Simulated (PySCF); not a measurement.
An equivalent PySCF input for Cl⁺ (chlorine, charge +1), [Ne] 3s2 3p4, high-spin 3P determinant, with no relativity, point nucleus:

```python
from pyscf import gto, scf, dft, mp, cc
import basis_set_exchange as bse
mol = gto.M(atom="Cl 0 0 0", charge=1, spin=2, symmetry="D2h",
            basis=gto.basis.parse(bse.get_basis("def2-TZVP", elements=["Cl"], fmt="nwchem", header=False)))
mf = dft.UKS(mol, xc="PBE0")
mf.irrep_nelec = {'Ag': (3, 3), 'B1u': (2, 1), 'B2u': (2, 2), 'B3u': (2, 1)}
mf.kernel()
```

It reaches the same state as the run whose output follows, with an energy that differs only through the grid. The run itself started from symmetry-adapted Hartree-Fock orbitals and held the occupation by maximum overlap, on a logarithmic radial grid, so the iterations belong to that start.

```
SCF conv_tol = 1e-09
number electrons alpha = 9  beta = 7
XC functionals = PBE0
    C. Adamo and V. Barone.,  J. Chem. Phys. 110, 6158 (1999)
    M. Ernzerhof and G. E. Scuseria.,  J. Chem. Phys. 110, 5029 (1999)
cycle= 1 E= -459.521179542088  delta_E= -0.00731  |g|= 0.016  |ddm|= 0.0848
cycle= 2 E= -459.521334022269  delta_E= -0.000154  |g|= 0.00408  |ddm|= 0.0176
cycle= 3 E= -459.521342713838  delta_E= -8.69e-06  |g|= 0.00179  |ddm|= 0.00539
cycle= 4 E= -459.521343572828  delta_E= -8.59e-07  |g|= 0.000202  |ddm|= 0.0014
cycle= 5 E= -459.521343591613  delta_E= -1.88e-08  |g|= 1.29e-05  |ddm|= 0.000202
cycle= 6 E= -459.521343591734  delta_E= -1.21e-10  |g|= 1.86e-06  |ddm|= 2.14e-05
converged SCF energy = -459.521343591734  <S^2> = 2.0044298  2S+1 = 3.0029517
```
